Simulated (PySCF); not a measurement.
Species: C3H5F3S2.
Structure used (GFN2-xTB), in Å, numbered top down from 1:
```
atom  x, y, z in Å
C1     2.2164    0.6467   -0.2888
S2     0.8349    0.7498    0.8799
C3     0.0576   -0.8396    0.5251
S4    -0.7242   -0.9686   -1.1336
C5    -2.1871    0.0820   -0.8399
F6    -3.0636   -0.0928   -1.8226
F7    -1.8875    1.3775   -0.7922
F8    -2.7951   -0.2246    0.3076
H9     1.8225    0.4744   -1.2867
H10    2.7307    1.6007   -0.2496
H11    2.8875   -0.1548    0.0071
H12   -0.7016   -1.0210    1.2812
H13    0.8052   -1.6292    0.5335
```

Computed with PBE0/def2-SVPD in PySCF (dipole) on a GFN2-xTB geometry, gas phase.

Masses are those of the commonest isotopes; rigid-rotor values at the optimised geometry. The values belong to one conformer with, in the numbering `[CH3:1][S:2][CH2:3][S:4][C:5]([F:6])([F:7])[F:8]`, C1–S2–C3–S4 -69°, S2–C3–S4–C5 -73°.

(1) What are A, B and C (cm⁻¹)?

(2) What kind of rotor is it?

(3) Is it planar, by Δ = Ic − Ia − Ib?

(4) Give the other two planar moments, Paa and Pbb, and the rms extents of the mass along the axes.

(5) Where do the levels up to J = 4 lie, in MHz?

(6) Which types of transition are allowed, and where do some lines up to J = 3 fall?

(7) Estimate the classical rotational partition function at 200 K, 298.15 K and 500 K.

## Answers

(1) Ia = 190.79, Ib = 588.94, Ic = 620.30 u·Å²; 505379 MHz·u·Å²/I gives 2649, 858.1 and 814.7 MHz, that is A = 0.08836, B = 0.02862, C = 0.02718 cm⁻¹.

(2) A near-prolate asymmetric top; Ray's κ = -0.953.

(3) Not planar: Δ = Ic − Ia − Ib = -159.43 u·Å². For a rigid frame Δ = −2 Σ m c², so Σ m c² = 79.72 u·Å² lies off the ab plane: 10.41 from hydrogen and 69.31 from heavier atoms. The atom farthest from that plane is 1.90 Å away.

(4) Paa = Σ m a² = (Ib + Ic − Ia)/2 = 509.23 and Pbb = Σ m b² = (Ia + Ic − Ib)/2 = 111.07 u·Å². With the mass M = 161.98 u, the rms extents √(P/M) along a, b and c are 1.77, 0.83, 0.70 Å.

(5) Above 0(0,0):
J = 1: 1(0,1) 1673, 1(1,1) 3464, 1(1,0) 3507
J = 2: 2(0,2) 5018, 2(1,2) 6766, 2(1,1) 6896, 2(2,1) 12268, 2(2,0) 12269
J = 3: 3(0,3) 10033, 3(1,3) 11719, 3(1,2) 11979, 3(2,2) 17287, 3(2,1) 17291, 3(3,1) 26350, 3(3,0) 26350
J = 4: 4(0,4) 16717, 4(1,4) 18322, 4(1,3) 18756, 4(2,3) 23978, 4(2,2) 23989, 4(3,2) 33043, 4(3,1) 33043, 4(4,1) 45728, 4(4,0) 45728
The levels of one J sum to (2J + 1)J(J + 1)(A + B + C)/3.

(6) The dipole components are |μa| = 2.15 D, |μb| = 1.47 D, |μc| = 0.37 D. Intensities carry the squares of the components, which stand as 1.00 : 0.47 : 0.03 (a : b : c). Some lines, for components of 0.1 D or more:

```
type  branch         J(Ka,Kc)    MHz  lower level (cm⁻¹)
   b       R  2(0,2) ← 1(1,1)   1554               0.116
   c       Q  3(1,3) ← 3(0,3)   1686               0.335
   c       Q  2(1,2) ← 2(0,2)   1748               0.167
   b       Q  1(1,0) ← 1(0,1)   1834               0.056
   b       R  3(0,3) ← 2(1,2)   3267               0.226
   a       R  2(1,2) ← 1(1,1)   3302               0.116
   a       R  2(0,2) ← 1(0,1)   3345               0.056
   b       R  1(1,1) ← 0(0,0)   3464               0.000
   c       R  1(1,0) ← 0(0,0)   3507               0.000
   a       R  3(2,1) ← 2(2,0)   5022               0.409
   b       R  2(1,2) ← 1(0,1)   5093               0.056
   c       Q  3(2,2) ← 3(1,2)   5308               0.400
   b       Q  3(2,1) ← 3(1,2)   5312               0.400
   c       Q  2(2,1) ← 2(1,1)   5372               0.230
   b       Q  2(2,0) ← 2(1,1)   5373               0.230
   b       R  3(1,3) ← 2(0,2)   6701               0.167
   c       R  3(1,2) ← 2(0,2)   6961               0.167
   c       R  2(2,0) ← 1(1,0)   8762               0.117
   c       R  2(2,1) ← 1(1,1)   8805               0.116
   b       R  2(2,0) ← 1(1,1)   8806               0.116
   c       Q  3(3,1) ← 3(2,1)   9059               0.577
   b       Q  3(3,1) ← 3(2,2)   9063               0.577
   b       R  3(2,2) ← 2(1,1)  10391               0.230
   c       R  3(2,1) ← 2(1,1)  10395               0.230
   c       R  3(2,2) ← 2(1,2)  10521               0.226
   b       R  3(3,1) ← 2(2,0)  14081               0.409
   c       R  3(3,0) ← 2(2,0)  14081               0.409
   c       R  3(3,1) ← 2(2,1)  14081               0.409
```

(7) Point group C1, symmetry number σ = 1; q = (√π/σ)·√((kT/h)³/(ABC)), k/h = 20836.6 MHz/K: 350000 at 200 K, 638000 at 298.15 K, 1390000 at 500 K.

No frequency check. No vibrational averaging or centrifugal distortion is included, and the geometry carries the error of its method. A rigid rotor knows nothing of internal rotation, which can split or shift real lines.
